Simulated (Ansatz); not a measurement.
Ideal-gas functions of C$_{2}$H$_{4}$NSb (`C=C=[N][SbH2]`) at 600 K and 1 bar, from an Ansatz frequency run at PBE0-D4/def2-TZVP.

Molar mass 163.82 g/mol, point group C1 (symmetry number 1), electronic degeneracy 1, moments of inertia 20.911, 307.943, 319.696 u Å². Harmonic wavenumbers (cm⁻¹, unscaled): 71, 122, 363, 419, 468, 588, 653, 662, 675, 839, 992, 1202, 1433, 1941, 1972, 2136, 3188, 3280.

Use S(trans) = R[1.5 ln M + 2.5 ln T − 1.1517]; rotational temperatures θ = 24.2544 K / I; S(rot) = R[ln(√π/σ · √(T³/θAθBθC)) + 1.5]; for each mode x = 1.438777 ν̃/T, S = R[x/(eˣ − 1) − ln(1 − e⁻ˣ)] and H = RT x/(eˣ − 1); 1 cm⁻¹ = 0.0119627 kJ/mol; R = 8.31446 J/(mol·K).

Question: By hand: the entropy, in J/(mol·K).

Answer: Translation 187.0. Rotation: θ = 1.1599, 0.0788, 0.0759 K, giving 117.7. Vibration, mode by mode: 23.04, 18.56, 9.73, 8.62, 7.78, 6.11, 5.39, 5.29, 5.16, 3.78, 2.83, 1.90, 1.22, 0.45, 0.42, 0.31, 0.03, 0.03, in all 100.7. Electronic 0.0. Sum 405.4 J/(mol·K).

Question: By hand: H − E and G − E in kJ/mol, counted from the electronic energy.

Answer: Zero-point energy ½ × 21004 × 0.0119627 = 125.6; thermal vibration 30.8; translation, rotation and pV give 4 RT = 20.0. H − E = 176.4 kJ/mol, and G − E = 176.4 − 600 × 405.4/1000 = -66.8 kJ/mol.

Vibration gives 25 % of the entropy, 41.6 J/(mol·K) of it from the modes under 150 cm⁻¹: soft modes count most, and the harmonic formula is weakest for them. The sum counts one conformer and one mirror image; others add a mixing term.
